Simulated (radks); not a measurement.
Results of a calculation; reference values are marked as such.
Q: These are the eigenvalues of the occupied orbitals of an atom or ion with whole-number occupations (eV). Level of theory: non-relativistic Kohn-Sham, PBE, spin-polarised, spherical densities, point nucleus (a radial shooting solver on a logarithmic mesh with Libxc functionals).

| orbital | eigenvalue |
|---|---|
| 1s down | -7569.355 |
| 1s up | -7569.342 |
| 2s up | -931.6178 |
| 2s down | -929.6052 |
| 2p up | -815.4855 |
| 2p down | -813.9925 |
| 3p up | -110.3606 |
| 3p down | -106.2588 |
| 3d up | -51.6591 |
| 3d down | -47.6695 |
| 4d up | -12.6576 |

Which element is it, and in what charge state? The configuration may be excited. Open shells, if any, are filled with parallel spins first.

A: Z = 27, cobalt, charge +2: Co2+ in [Ne] 3p6 3d7 4d2. The list shows which subshells hold electrons but not how many an open one holds; the 1s level, -278.17 hartree, gives Z - s = 23.6 by -(Z - s)^2/2, which with screening narrows Z to a few neighbours, and the depths of the outer levels then fix element, charge and occupations together.
